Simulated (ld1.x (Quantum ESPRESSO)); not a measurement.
## What one change does to a pseudopotential (iodine (I), TM)

```
Element                 : I (Z = 53)
Generator               : ld1.x (Quantum ESPRESSO) 7.5
Type                    : norm-conserving Troullier–Martins (Kleinman–Bylander form)
Functional              : PBE
Relativity              : fully relativistic
Frozen core             : [Kr] 4d10
Valence charge          : 7
Reference configuration : 5s2 5p4.5 (charge +0.5)
Partial waves           : 5s (bound): rc 1.35 bohr; 5p (bound): rc 2.00 bohr
Local potential         : all-electron potential smoothed inside 1.15 bohr (lloc = -2)
Core correction         : none
```

Open shells are filled in proportion to 2j + 1 (rel_dist='average').

Change: wave 5p (bound): rc 2.00 bohr becomes 5p (bound): rc 1.42 bohr.

Cutoffs: the cutoffs (Ry, on a coarse ladder) from which the occupation-weighted sum of valence levels, in a spherical-Bessel basis at the reference potential, stays within 10 and 1 mRy of its value at 400 Ry; they do not see the model core or the augmentation charge, which bear on the density cutoff. Errors are all-electron minus pseudo energies relative to the spin-unpolarised reference configuration.

**Question.** How do hardness, ghosts and transferability respond?

**Answer.** The potential gets harder (70 Ry and 180 Ry → 140 Ry and 200 Ry); the bound ghosts move from d, s to d, p, s; of the 7 tests that both files solve, the error grows in 7 and shrinks in 0 by more than 15 % and 0.3 meV (median size 26.2 → 70.4 meV). A smaller radius makes the pseudo-wave follow the all-electron one further in, where it bends more sharply, so more plane waves are needed. That the errors move this way runs against the usual rule that smaller radii transfer better.

| quantity | base | changed |
| --- | --- | --- |
| cutoff, loose | 70 Ry | 140 Ry |
| cutoff, tight | 180 Ry | 200 Ry |
| loose cutoff by channel (10 mRy a level) | s 45 Ry, p 12 Ry | s 45 Ry, p 90 Ry |
| bound ghosts | s, d | s, d, p3/2 |
| error for 5s2 5p5, meV [ΔE -4.54 eV] | +2.0 | +4.4 |
| error for 5s2 5p4, meV [ΔE 6.61 eV] | +2.5 | +6.4 |
| error for 5s2 5p3, meV [ΔE 26.49 eV] | +26 | +70 |
| error for 5s2 5p5.3, meV [ΔE -6.34 eV] | +4.6 | +10 |
| error for 5s2 5p2, meV [ΔE 55.85 eV] | +74 | +223 |
| error for 5s2 5p1, meV [ΔE 95.31 eV] | +103 | +399 |
| error for 5s1 5p5, meV [ΔE 17.55 eV] | +40 | +82 |

 A true bound ghost makes a file unfit for plane-wave use even where its test errors are small: the radial tests pick states by their node count and pass the ghost by.
